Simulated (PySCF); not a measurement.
CAgO, SMILES O=[C+][Ag], charge +1, multiplicity 1. Coordinates come from a PBE0-D3(BJ)/def2-TZVP optimisation. The multiplicity is an assumed one; other spin states were not compared. The def2 effective core potentials stand for the cores of Ag; spin–orbit coupling is left out.

Computed equilibrium geometry at PBE0-D3(BJ)/def2-TZVP (PySCF confirms it by a frequency run) as Cartesian coordinates in Å, and its point group:
point group C∞v.
```xyz
3

Ag     0.0000     0.0000     0.6348
C      0.0000     0.0000    -1.4956
O      0.0000     0.0000    -2.6077
```
Charge +1, spin multiplicity 1.
